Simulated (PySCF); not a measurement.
# Correlation energy of Tc (technetium, neutral)

[Kr] 4d4 5s2 5p1, one real determinant (an excited configuration). All numbers are calculated (PySCF 2.14, the spin-free X2C one-electron Hamiltonian (Gaussian nucleus), in x2c-QZVPPall (13s8p7d4f2g, 118 functions)). Frozen: [Kr]; 7 electrons correlated.

MP2 pair energies summed by pair of shells (mhartree):

```csv
pair,energy,share (%)
4d-5s,-37.90,33.0
4d-4d,-36.94,32.1
5s-5s,-16.67,14.5
5s-5p,-15.56,13.5
4d-5p,-7.89,6.9
```

Total MP2 correlation energy: -114.96 mhartree.

Same-spin part -61.32 and opposite-spin part -53.64 mhartree; SCS-MP2 scales them by 1/3 and 6/5 to -84.81 mhartree.

The basis was made for the ground configuration and has no added diffuse functions, which can raise the energy of the promoted electron.

The reference is one real determinant that mixes LS terms of this configuration.
